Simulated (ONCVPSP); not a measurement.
**Cutoff test, Pr (Z = 59), ONCV**

- Element: praseodymium
- Generator: ONCVPSP 4.0.1
- Type: optimised norm-conserving Vanderbilt (ONCV)
- Functional: BLYP
- Relativity: scalar-relativistic
- Frozen core: [Kr] 4d10 4f2
- Valence charge: 11
- Reference configuration: 5s2 5p6 5d1 6s2
- Partial waves: 5s+6s: rc 2.80 bohr, ncon 4, nbas 8, qcut 4.3 1/bohr, 2 projectors; 5p: rc 2.35 bohr, ncon 4, nbas 7, qcut 6.6 1/bohr, 2 projectors, debl 2.1 Ha; 5d: rc 2.95 bohr, ncon 4, nbas 9, qcut 5.9 1/bohr, 2 projectors, debl 3.2 Ha
- Local potential: polynomial inside 2.25 bohr (lpopt 3, dvloc0 -1 Ha)
- Core correction: Teter function, fcfact 2, rcfact 1.1

Question: For each optimised wave give the share of its norm inside rc, the residual kinetic energy above qcut (Ha) and the cutoffs (Ha) for errors of 10, 1, 0.1 and 0.01 mHa per electron.

Answer:

```json
{"wave": "5s", "norm inside rc": "0.986", "residual KE": "1.3e-06", "10 mHa": "2.3", "1 mHa": "4.3", "0.1 mHa": "6.7", "0.01 mHa": "8.3"}
{"wave": "6s", "norm inside rc": "0.138", "residual KE": "6.6e-06", "10 mHa": "1.9", "1 mHa": "5.0", "0.1 mHa": "7.3", "0.01 mHa": "9.3"}
{"wave": "5p", "norm inside rc": "0.861", "residual KE": "7.5e-08", "10 mHa": "4.7", "1 mHa": "11.6", "0.1 mHa": "14.8", "0.01 mHa": "17.1"}
{"wave": "p projector 2", "norm inside rc": "0.141", "residual KE": "4.7e-07", "10 mHa": "6.0", "1 mHa": "13.2", "0.1 mHa": "16.5", "0.01 mHa": "19.0"}
{"wave": "5d", "norm inside rc": "0.597", "residual KE": "5.7e-10", "10 mHa": "4.9", "1 mHa": "7.1", "0.1 mHa": "9.1", "0.01 mHa": "10.9"}
{"wave": "d projector 2", "norm inside rc": "0.217", "residual KE": "2.2e-06", "10 mHa": "7.3", "1 mHa": "10.2", "0.1 mHa": "12.1", "0.01 mHa": "16.2"}
```

The occupied waves need 12 Ha and 15 Ha for 1 and 0.1 mHa.
